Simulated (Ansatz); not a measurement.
Molecule: sum formula H7SiN3O, charge 0, multiplicity 1. 
Coordinates optimised at B3LYP-D3(BJ)/def2-TZVP (Ansatz, a program for electronic structure):
```xyz
12

N     -0.8475     1.3838    -0.5632
Si    -0.0011     0.0044    -0.0139
N     -1.1967    -1.1833     0.2732
N      0.9196    -0.0129     1.4433
O      1.1050    -0.1937    -1.2296
H     -1.6142     1.7785    -0.0458
H     -0.3994     2.0570    -1.1619
H     -0.9787    -2.0404     0.7541
H     -1.9672    -1.2921    -0.3655
H      1.7672     0.5298     1.5030
H      0.4419    -0.0250     2.3311
H      1.7983    -0.8347    -1.0569
```

Basis-set convergence of Hartree-Fock and CCSD(T) correlation energies (hartree) with Ansatz. Cores are frozen in the correlated levels unless marked. Spin-orbit coupling is left out. No relativistic terms.

```json
[
 {"basis": "cc-pV(D+d)Z", "functions": "114", "E(HF)": "-531.39268", "E(corr, CCSD(T))": "-0.85680"},
 {"basis": "cc-pV(T+d)Z", "functions": "257", "E(HF)": "-531.50955", "E(corr, CCSD(T))": "-1.07461"},
 {"basis": "cc-pV(Q+d)Z", "functions": "494", "E(HF)": "-531.53435", "E(corr, CCSD(T))": "-1.14524"}
]
```

Extrapolating the two largest sets (X = 3 and 4) as X^-3: E(corr) = (64·(-1.14524) - 27·(-1.07461))/37 = -1.1968 Eh, an estimate of the basis-set limit. The largest set recovers 95.7 % of it, the smallest 71.6 %.
